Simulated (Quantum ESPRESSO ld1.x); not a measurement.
Question: Neutral europium, configuration [Kr] 4d10 4f7 5s1.75 5p6 6s2 5d0.25 (fractional occupations, a model configuration). Calculated with ld1.x of Quantum ESPRESSO 7.5: scalar-relativistic Kohn-Sham, LDA (Slater exchange, VWN5 correlation), spin-polarised, spherical densities, point nucleus; open shells are filled with parallel spins first. Some entries of the table are withheld. Estimate them.

orbital  occ.  eigenvalue (eV)  <r> (bohr)
1s up       1         -48325.1     0.02233
1s down     1         -48325.0     0.02233
2s up       1         -7936.48     0.09518
2s down     1         -7936.37     0.09517
2p up       3         -7074.16     0.08392
2p down     3         -7074.07     0.08392
3s up       1         -1746.68      0.2499
3s down     1         -1744.28      0.2497
3p up       3         -1478.32      0.2483
3p down     3         -1475.93      0.2481
3d up       5         -1118.53      0.2262
3d down     5         -1116.66      0.2259
4s up       1         -348.498      0.5666
4s down     1         -342.954      0.5665
4p up       3         -260.196      0.6000
4p down     3         -254.680      0.6001
4d up       5         -137.166      0.6547
4d down     5         -131.713      0.6556
5s up       1         -46.7227       1.370
5s down  0.75         -43.4470       1.392
5p up       3         -25.4596       1.611
5p down     3         -22.9298       1.654
4f up       7          -5.2386         (1)
6s up       1              (2)       4.089
6s down     1              (3)       4.258
5d up    0.25          -2.3326       3.013
5d down     0          -1.5124       3.465
4f down     0          -0.5342         (4)

Answer: 
(1) 4f up <r> (bohr): 0.9429
(2) 6s up eigenvalue (eV): -4.0401
(3) 6s down eigenvalue (eV): -3.6738
(4) 4f down <r> (bohr): 1.077
